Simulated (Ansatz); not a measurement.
# Reading a saddle point

A first-order saddle point of SnH$_{6}$S, singlet, PBE0-D4/def2-TZVP, with one imaginary mode of 1356i cm⁻¹:

```tsv
atom	x (Å)	y (Å)	z (Å)
Sn1	-0.8116	-0.2147	-0.3934
S2	1.5254	-0.5616	1.1049
H3	-0.5081	-1.6092	-1.3091
H4	-1.6729	-0.4204	1.0677
H5	-1.7131	0.9531	-1.2864
H6	1.2592	0.4792	-0.2058
H7	0.7389	0.9367	-0.9133
H8	1.1823	0.4369	1.9356
```

Program: Ansatz 0.2.0. Basis: def2-TZVPP and def2-QZVPP. Cores are frozen in the correlated methods. Filled d shells of the heavier atoms are correlated. Core potentials replace the inner electrons of the atoms past krypton. The def2 sets are not built for correlating such inner shells, so the correlated values are less sure here. Extrapolation: Hartree–Fock as exp(−7.88 √X), correlation as X^−2.97.

Which contacts change along the imaginary mode, and what lies on either side? (Judge from chemistry; the calculation decides.)

The calculation gives: The step is SnH₄S ([SH][SnH3]) + H₂ → SnH₄ + H₂S, with the molecules in contact on both sides. Shortening one way: Sn1–H7, S2–H6; lengthening the same way: Sn1–S2, H6–H7.
```csv
pair,one side (Å),saddle (Å),other side (Å)
Sn1–H7,4.15,2.00,1.70
S2–H6,3.15,1.69,1.34
Sn1–S2,2.41,2.80,3.86
H6–H7,0.75,0.99,3.28
```

Which side is lower, and how far does the saddle lie above each? (Judge from chemistry; the value comes from the calculation.)

By the calculation: The side with Sn1–S2, H6–H7 short is lower by 0.404 eV; the saddle lies 2.261 eV above it and 1.857 eV above the other (CCSD(T) at an estimated basis limit (MP2 extrapolated from triple and quadruple zeta, plus CCSD(T) − MP2 in triple zeta); electronic energies).

No T1 diagnostic of these runs exceeds 0.016.

Labels in which every atom is bracketed show which atoms are joined, not bond orders.

For scale, one of the runs: CCSD(T)/def2-TZVPP, 176 basis functions, launched by `ansatz run in.yaml --threads 2 --pin off --events-out ev --progress --plain --max-ram 4352MiB`. Hardware: 2 CPU threads, shared host. Wall time 33 s; peak host memory 1.7 GiB.
